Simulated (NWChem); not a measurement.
System: BiHF$_{2}$; SMILES [F][BiH][F]

Input file for NWChem:

```
start job
memory heap 200 mb stack 900 mb global 1100 mb
geometry units angstroms noautoz
  Bi    -0.194272     0.009933     0.000000
  H     -0.303830    -1.802786     0.000000
  F      1.156969     0.046359     1.513813
  F      1.156969     0.046359    -1.513813
end
basis spherical
  * library def2-svp
end
ecp
  Bi library def2-ecp
end
dft
  xc b3lyp
  iterations 150
end
tddft
  cis
  nroots 8
end
task tddft energy
```

Geometry: optimised at PBE0/def2-SVP. B3LYP is NWChem's, with the RPA form of VWN correlation. def2 effective core potentials on Bi; no spin-orbit coupling.

Vertical excitations in the gas phase.

Question: What results follow from this input? (B3LYP/def2-SVP with def2 effective core potentials on Bi, TDA.) Quantities: lowest excitation, singlet (eV); oscillator strength of that lowest state; lowest triplet (eV); orbital gap (eV).

Answer: 
```
Item                                      Value
----------------------------------------  -----
lowest excitation, singlet (eV)            5.25
oscillator strength of that lowest state  0.014
lowest triplet (eV)                        4.59
orbital gap (eV)                           6.27
```
